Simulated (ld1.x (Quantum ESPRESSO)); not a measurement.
## An all-electron radial function and its pseudo partner (Li)

Columns: radius, all-electron u(r) and pseudo u(r) of the 2p shell (level -1.12 eV) of lithium in the configuration 1s2 2s0.75 2p0.25; BLYP, non-relativistic, TM scheme, ld1.x (Quantum ESPRESSO) 7.5.

| r (bohr) | all-electron | pseudo |
| --- | --- | --- |
| 0.210 | 0.0165 | 0.0068 |
| 0.420 | 0.0513 | 0.0267 |
| 0.630 | 0.0927 | 0.0580 |
| 0.840 | 0.1354 | 0.0982 |
| 1.050 | 0.1771 | 0.1440 |
| 1.260 | 0.2164 | 0.1921 |
| 1.470 | 0.2524 | 0.2389 |
| 1.680 | 0.2845 | 0.2818 |
| 1.890 | 0.3127 | 0.3187 |
| 2.100 | 0.3376 | 0.3487 |
| 2.310 | 0.3594 | 0.3721 |
| 2.520 | 0.3780 | 0.3894 |
| 2.730 | 0.3932 | 0.4019 |
| 2.940 | 0.4051 | 0.4108 |
| 3.150 | 0.4139 | 0.4169 |
| 3.360 | 0.4198 | 0.4211 |
| 3.570 | 0.4231 | 0.4235 |
| 3.780 | 0.4241 | 0.4241 |
| 3.990 | 0.4229 | 0.4229 |
| 4.200 | 0.4200 | 0.4200 |
| 4.410 | 0.4154 | 0.4154 |
| 4.620 | 0.4094 | 0.4094 |
| 4.830 | 0.4022 | 0.4022 |
| 5.040 | 0.3940 | 0.3940 |
| 5.250 | 0.3849 | 0.3849 |
| 5.460 | 0.3752 | 0.3752 |

Task: How many radial nodes do the two functions have?

Result: The all-electron 2p function has n − l − 1 = 0; the pseudo-wave has 0.

Task: At about which radius was the pseudo-wave matched?

Result: 4.20 bohr. The columns agree to 0.0005 from 3.57 bohr on; several derivatives are matched, so the curves merge somewhat inside the radius.

Task: Where does each function peak?

Result: Outermost all-electron maximum near 3.78 bohr, pseudo maximum near 3.78 bohr (to the table’s step).

Task: Is the pseudo-wave norm-conserving?

Result: Yes: the TM scheme keeps the norm inside the radius equal to the all-electron one, which fixes the energy derivative of the logarithmic derivative at the level.
